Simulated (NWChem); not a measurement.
System: C₅H₈; SMILES C=CC1CC1

Input file for NWChem:

```
start job
memory heap 200 mb stack 900 mb global 1100 mb
geometry units angstroms noautosym nocenter noautoz
  C     -0.119329    -2.245459     0.000000
  C      0.379086    -1.006127     0.000000
  C     -0.421823     0.236724     0.000000
  C      0.076931     1.461440    -0.750443
  C      0.076931     1.461440     0.750443
  H     -1.191465    -2.430570     0.000000
  H      0.525309    -3.119622     0.000000
  H      1.462348    -0.868359     0.000000
  H     -1.499428     0.084206     0.000000
  H      1.030561     1.380805    -1.266170
  H     -0.659291     2.068091    -1.270770
  H      1.030561     1.380805     1.266170
  H     -0.659291     2.068091     1.270770
end
basis spherical
  * library def2-svp
end
dft
  xc m05-2x
  iterations 150
end
cosmo
  do_cosmo_smd true
  solvent water
end
task dft energy
```

Structure relaxed at the B3LYP/6-31G* (spherical d) level. Solvent: water.

Level: M05-2X/def2-SVP with SMD (1 M gas to 1 M solution), gas-phase geometry.

Q: What results follow from this input? (M05-2X/def2-SVP, SMD on the gas-phase geometry.) Quantities: solvation free energy (kcal/mol); cavity-dispersion-structure term (kcal/mol); dipole in solution (D).

A: 
| Quantity | Value |
|---|---|
| solvation free energy (kcal/mol) | -0.4 |
| cavity-dispersion-structure term (kcal/mol) | 3.2 |
| dipole in solution (D) | 0.73 |
